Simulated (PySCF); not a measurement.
# Excitation energy of Sn⁺ by level of theory

Sn⁺ [Kr] 4d10 5s2 5p1 (2P) → Sn⁺ [Kr] 4d10 5s1 5p2 (4P), as a difference of total energies. All numbers are calculated (PySCF 2.14, scalar relativity by spin-free X2C-1e, in x2c-TZVPPall). Correlated levels: valence and next inner shell: [Ar] 3d10 frozen. The calculations carry no spin-orbit coupling.

```csv
method,excitation energy (cm⁻¹)
UHF,34340
MP2 (valence and next inner shell),46076
SCS-MP2 (valence and next inner shell),47179
CCSD (valence and next inner shell),45374
CCSD(T) (valence and next inner shell),45966
```

Errors of the correlated levels include the incompleteness of this basis and the frozen core.

For comparison: 46398 cm⁻¹ (measured; NIST levels, between the centres of gravity of the two terms).
